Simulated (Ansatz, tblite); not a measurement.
Removing and adding an electron: Cd₉S₈Cl₂. Total charge 0; singlet. Geometry: PBE-D4/def2-SVP. Ansatz, gas phase; energy differences of separate SCF runs; the oxidised species was run as a doublet alone; the reduced species was run as a doublet alone.

Cartesian coordinates in Å:
```
S 0.899 3.016 3.531
S 3.182 0.488 0.614
S -3.295 -2.507 0.172
S 0.983 -2.804 -1.707
S -0.770 0.364 0.889
S 1.345 3.569 -1.091
S -1.881 0.505 -3.153
S 1.844 0.959 -3.917
Cd -0.650 1.259 3.514
Cd -1.931 -1.613 2.138
Cd 1.374 -1.157 0.309
Cd 1.392 2.454 1.188
Cd 2.792 1.407 -1.658
Cd -1.078 -3.281 -0.540
Cd -2.443 -0.339 -0.937
Cd 0.372 -0.871 -3.170
Cd -0.129 2.204 -2.493
Cl -2.215 -0.513 4.381
Cl 0.206 -3.140 1.929
```

In the def2 sets Cd takes a core potential; there is no spin–orbit coupling. The xTB rows come from tblite. Single mean-field runs in def2-TZVP are fitted with def2-universal-jkfit.

```json
{"level": "GFN1-xTB", "−HOMO (eV)": "9.25", "vertical IE (eV)": "10.91", "−LUMO (eV)": "6.97", "vertical EA (eV)": "5.51", "HOMO–LUMO gap (eV)": "2.28", "IE − EA (eV)": "5.39"}
{"level": "PBE-D4/def2-TZVP", "−HOMO (eV)": "5.40", "vertical IE (eV)": "–", "−LUMO (eV)": "3.82", "vertical EA (eV)": "2.37", "HOMO–LUMO gap (eV)": "1.58", "IE − EA (eV)": "–"}
{"level": "PBE0-D4/def2-TZVP", "−HOMO (eV)": "6.41", "vertical IE (eV)": "7.64", "−LUMO (eV)": "3.13", "vertical EA (eV)": "2.13", "HOMO–LUMO gap (eV)": "3.28", "IE − EA (eV)": "5.52"}
```

Task: Estimate the rows for GFN2-xTB, r2SCANh-D4/def2-TZVP.

Result: 
```
               level  −HOMO (eV)  vertical IE (eV)  −LUMO (eV)  vertical EA (eV)  HOMO–LUMO gap (eV)  IE − EA (eV)
            GFN2-xTB       10.83             12.80        9.19              7.56                1.64          5.24
r2SCANh-D4/def2-TZVP        5.98              7.57        3.44              2.21                2.54          5.36
```

Relaxing the oxidised species (PBE-D4/def2-SVP) changes its energy by -0.17 eV at PBE0-D4/def2-TZVP, so the adiabatic ionisation energy to this nearest minimum is 7.48 eV.  Relaxing the reduced species (PBE-D4/def2-SVP) changes its energy by -0.38 eV at PBE-D4/def2-TZVP, so the adiabatic electron affinity to this nearest minimum is 2.76 eV. On the way the bond Cd14–Cl19 breaks. At PBE0-D4/def2-TZVP it is 2.74 eV.  Run but left out: PBE-D4/def2-TZVP (charge +1 doublet: an occupied level 0.01 eV above an empty one).   Raw xTB energy differences between charge states are shifted by several eV; the methods need an empirical correction for them. Sets without diffuse functions give affinities that are too small.
